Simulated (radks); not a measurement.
Results of a calculation; reference values are marked as such.
Polarisability of the scandium ion Sc+, [Ar] 3d1 4s1, at imaginary frequency. Level of theory: non-relativistic Kohn-Sham, exchange-only LDA, spin-polarised, spherical densities, point nucleus; open shells are filled with parallel spins first (a radial shooting solver on a logarithmic mesh with Libxc functionals). Response by self-consistent Sternheimer equations with the Hartree and adiabatic exchange-only LDA kernel.

| w (hartree) | alpha1(iw) (bohr^3) |
|---|---|
| 0.00266 | 56.81 |
| 0.0143 | 56.28 |
| 0.0360 | 53.48 |
| 0.0697 | 46.16 |
| 0.118 | 34.61 |
| 0.186 | 22.88 |
| 0.280 | 14.23 |
| 0.413 | 8.846 |
| 0.605 | 5.628 |
| 0.892 | 3.616 |
| 1.35 | 2.231 |
| 2.12 | 1.223 |
| 3.59 | 0.5483 |
| 6.94 | 0.1853 |
| 17.5 | 0.03981 |

Static values: alpha1 = 56.83 bohr^3 (8.421 angstrom^3; uncoupled 78.18). C6 = 382.8, triple-dipole C9 = 15440 atomic units. One-pole (London) frequency 4 C6 / (3 alpha1^2) = 0.158 hartree, against 0.355 for minus the highest occupied eigenvalue. The dipole shielding factor is 0.952, as the force sum rule N/Z = 0.952 demands.
